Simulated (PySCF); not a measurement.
CH₃Si, SMILES [CH]=[SiH2], multiplicity 2.

Geometry optimised at PBE0-D3(BJ)/def2-TZVP. The isomer is the one that the SMILES or the coordinates give; other isomers of the formula were not compared.

These are PBE0/def2-TZVPD (PySCF) values and carry that method's errors.

The total energy is -329.10648 hartree, the point group is C2v and the α spin, highest occupied and lowest empty level is -7.05 and -1.32 eV. The β spin, highest occupied and lowest empty level comes out as -6.57 and -2.39 eV, the dipole moment comes out as 0.76 D and the quadrupole, principal values (traceless, Buckingham form, about the centre of nuclear charge) is -2.34, -1.13, 3.47 D·Å. The mean static polarisability is 45.6 bohr³ (6.76 Å³) and the polarisability, principal values is 38.6, 39.6, 58.6 bohr³. The ⟨S²⟩ comes out as 0.785 (pure state 0.75).
